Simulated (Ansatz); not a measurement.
Geometry optimisation, Ansatz, DFT LDA, scalar-relativistic, plane waves, PAW.

The input (input.yaml):

```yaml
crystal:
  lattice:
    - [0.0, 5.43, 5.43]
    - [5.43, 0.0, 5.43]
    - [5.43, 5.43, 0.0]
  atoms:
    - { symbol: Si, position: [0.0, 0.0, 0.0] }
    - { symbol: Si, position: [0.125, 0.125, 0.125] }
    - { symbol: Si, position: [0.0, 0.0, 0.5] }
    - { symbol: Si, position: [0.125, 0.125, 0.625] }
    - { symbol: Si, position: [0.0, 0.5, 0.0] }
    - { symbol: Si, position: [0.125, 0.625, 0.125] }
    - { symbol: Si, position: [0.0, 0.5, 0.5] }
    - { symbol: Si, position: [0.125, 0.625, 0.625] }
    - { symbol: Si, position: [0.5, 0.0, 0.0] }
    - { symbol: Si, position: [0.625, 0.125, 0.125] }
    - { symbol: Si, position: [0.5, 0.0, 0.5] }
    - { symbol: Si, position: [0.625, 0.125, 0.625] }
    - { symbol: Si, position: [0.5, 0.5, 0.0] }
    - { symbol: Si, position: [0.625, 0.625, 0.125] }
    - { symbol: Si, position: [0.5, 0.5, 0.5] }
    - { symbol: Si, position: [0.625, 0.625, 0.625] }
    - { symbol: Co, position: [0.24290894, 1.24781812, 0.25253596], spin: 1.0 }
magnetization:
  spin_polarized: true
basis:
  ecutwfc: 420.0
kpoints:
  mp_grid: { grid: [2, 2, 2] }
hamiltonian:
  xc: lda
  pseudopotentials: { kind: paw, azcp: { folder: soft_1 } }
scf:
  occupations: { method: gaussian, width: 0.05 }
  lower_state_search: "off"
relax:
  f_tol: 0.03
  max_steps: 60
  adjacent_minimum: "off"
```

Command:

```bash
$ ansatz run input.yaml --threads 2 --pin off --max-ram 5120MiB --backend cpu --events-out ev --progress --plain --runs-dir out
```

Q: Where does it end, and by what steps?

A: The forces met the threshold. Limits of this set-up: coarse k mesh, PAW files made for another functional. After 3 steps the energy has fallen by 0.020 eV; Co17 moved furthest, 0.04 Å.

| step | energy less start (eV) | largest force component (eV/Å) | accepted |
| --- | --- | --- | --- |
| 0 | 0.0000 | 0.253 | yes |
| 1 | -0.0165 | 0.097 | yes |
| 2 | -0.0186 | 0.049 | yes |
| 3 | -0.0198 | 0.006 | yes |

```xyz
17
Lattice="0.0000 5.4300 5.4300 5.4300 0.0000 5.4300 5.4300 5.4300 0.0000" Properties=species:S:1:pos:R:3
Si 0.001 -0.003 -0.008
Si 1.347 1.346 1.343
Si 2.715 2.714 0.002
Si 4.081 4.081 1.344
Si 2.713 0.005 2.713
Si 4.079 1.349 4.079
Si 5.423 2.715 2.713
Si 6.777 4.082 4.080
Si 0.006 2.712 2.712
Si 1.353 4.076 4.077
Si 2.717 5.423 2.712
Si 4.082 6.777 4.080
Si 2.716 2.714 5.426
Si 4.082 4.081 6.779
Si 5.430 5.430 5.431
Si 6.779 6.778 6.779
Co 8.146 2.710 8.133
```

Whether the end is a true minimum wasn't checked by a vibrational analysis.

Time of the run: 14 s on 2 threads of AMD EPYC 9R45 96-Core Processor (Zen 5), with other jobs on the host, peak memory 0.73 GiB.
